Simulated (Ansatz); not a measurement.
# Relaxing a trial structure of C4H7BCl2

The starting geometry of this gas-phase singlet was optimised with GFN2-xTB; its bonds are those of `C=C[C@H](C)B(Cl)Cl`.

```yaml
atoms:
  - { symbol: C, position_ang: [1.5704, -0.0027, -1.5028] }
  - { symbol: C, position_ang: [0.6663, 0.9064, -1.1886] }
  - { symbol: C, position_ang: [-0.1734, 0.9340, 0.0726] }
  - { symbol: C, position_ang: [0.4039, 0.0716, 1.1982] }
  - { symbol: B, position_ang: [-1.6417, 0.5060, -0.4038] }
  - { symbol: Cl, position_ang: [-2.6509, 1.6391, -1.2152] }
  - { symbol: Cl, position_ang: [-2.2081, -1.1000, -0.2192] }
  - { symbol: H, position_ang: [1.8091, -0.8342, -0.8637] }
  - { symbol: H, position_ang: [2.1241, 0.0605, -2.4241] }
  - { symbol: H, position_ang: [0.4587, 1.7188, -1.8728] }
  - { symbol: H, position_ang: [-0.1810, 1.9770, 0.4100] }
  - { symbol: H, position_ang: [1.4396, 0.3445, 1.3852] }
  - { symbol: H, position_ang: [-0.1671, 0.2247, 2.1107] }
  - { symbol: H, position_ang: [0.3574, -0.9835, 0.9452] }
```

Predict what becomes of its bonds when it is optimised with r2SCAN-D4/def2-SVP.

It keeps its bonds, and is `C=C[C@H](C)B(Cl)Cl`.

The energy falls by 0.11 eV over 8 steps:

```
step  E − E(last) (eV)
   1             0.115
   2             0.023
   3             0.015
   4             0.001
   5             0.000
   6             0.000
   7             0.000
   8             0.000
```

Final geometry (Å):

```tsv
atom	x (Å)	y (Å)	z (Å)
C	1.5811	-0.0015	-1.5127
C	0.6419	0.8998	-1.1950
C	-0.1624	0.9286	0.0892
C	0.4042	0.0642	1.2121
B	-1.6051	0.5304	-0.4043
Cl	-2.6102	1.7071	-1.2488
Cl	-2.2360	-1.0988	-0.2049
H	1.8725	-0.8076	-0.8328
H	2.1022	0.0506	-2.4729
H	0.3889	1.6818	-1.9228
H	-0.2168	1.9864	0.4111
H	1.4399	0.3580	1.4458
H	-0.1982	0.1654	2.1276
H	0.4053	-1.0020	0.9403
```

The end wasn't checked by frequencies. Run with Ansatz 0.2.0, 19 s on 4 threads of Arm Neoverse V2, on a shared host.
